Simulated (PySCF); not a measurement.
A calculated (PBE, PySCF 2.14, cc-pVTZ, no relativity, point nucleus) atom or ion has these occupied shells.

```csv
shell,electrons,orbital energy (eV),"rms radius, mean of both spins (bohr)"
1s α,1,-6941.7,0.0684
1s β,1,-6941.6,0.0684
2s α,1,-815.09,0.293
2s β,1,-813.14,0.293
2p α,3,-704.43,0.262
2p β,3,-702.95,0.262
3s α,1,-101.95,0.881
3s β,1,-97.430,0.881
3p α,3,-69.609,0.937
3p β,3,-65.159,0.937
3d α,5,-17.597,1.26
3d β,1,-13.952,1.26
4s α,1,-12.891,2.87
```

(1) Name the element and its charge.

Answers

(1) Fe+ (iron, charge +1), in [Ar] 3d6 4s1, high-spin 6D determinant.
